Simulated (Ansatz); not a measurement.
Cost and result for the atomization energy of `F[SiH2][AlH][Cl]` (7 atoms, 6 bonds).

Total charge 0; spin multiplicity 1. The structure was optimised at the PBE0-D4/def2-TZVP level. It is one conformer, not always the lowest. Program: Ansatz. All runs use 2 threads of an Intel Xeon 6975P-C on a shared host. Times are those of one run each, without the atoms' runs, and a repeat can differ threefold. Electronic energies, without spin–orbit coupling; frozen cores. CCSD(T)/CBS adds CCSD(T) − MP2 in def2-TZVPP to the MP2 limit, and its time is that of the two runs behind it. T1 = 0.011. B3LYP takes the VWN-RPA correlation (the form of Gaussian; ORCA's B3LYP/G).

CCSD(T)/CBS is a level of theory with its own doubt, some kJ/mol a heavy atom from the limit and from the frozen cores, so smaller differences don't rank the functionals.

```
                            level  functions  wall time  atomization (kcal/mol)  difference from CCSD(T)/CBS  per bond
           LDA (SPW92)/def2-TZVPP        199     0.75 s                   568.8                         53.3       8.9
             revPBE-D4/def2-TZVPP        199      1.1 s                   498.2                        -17.3      -2.9
                 CCSD(T)/def2-SVP         83      1.1 s                   472.9                        -42.6      -7.1
               PBE0-D4/def2-TZVPP        199      1.7 s                   504.4                        -11.1      -1.9
          CAM-B3LYP-D4/def2-TZVPP        199      2.1 s                   511.4                         -4.1      -0.7
B3LYP-D4/def2-TZVPP (with forces)        199      2.6 s                   507.4                         -8.1      -1.4
            r2SCANh-D4/def2-TZVPP        199      2.8 s                   511.0                         -4.5      -0.8
              PBE-QIDH/def2-TZVPP        199      3.1 s                   506.3                         -9.2      -1.5
               ωB97X-V/def2-TZVPP        199      4.4 s                   516.8                          1.3       0.2
 ωB97M-V/def2-TZVPP (with forces)        199      6.5 s                   512.5                         -3.0      -0.5
                   MP2/def2-QZVPP        357        9 s                   517.9                          2.4       0.4
               CCSD(T)/def2-TZVPP        199       18 s                   499.4                        -16.1      -2.7
                CCSD(T)/CBS(def2)          –       27 s                   515.5                          0.0       0.0
```

From r2SCAN to r2SCAN0 (25 % exact exchange), in def2-TZVPP and without D4, the atomization energy moves by −7.9 kcal/mol: exact exchange takes away binding that semilocal exchange gives to molecules. In def2-TZVPP, CCSD(T) changes the Hartree–Fock value by +106.0 kcal/mol (the triples alone add +6.1 kcal/mol) and MP2 by +114.7 kcal/mol; breaking electron pairs costs correlation energy, which Hartree–Fock lacks. The D4 term adds +5.5 kcal/mol with B3LYP and +2.9 kcal/mol with PBE0; it sums over pairs of atoms, weighted by their polarisabilities, and B3LYP, whose exchange is more repulsive, gets the larger term.
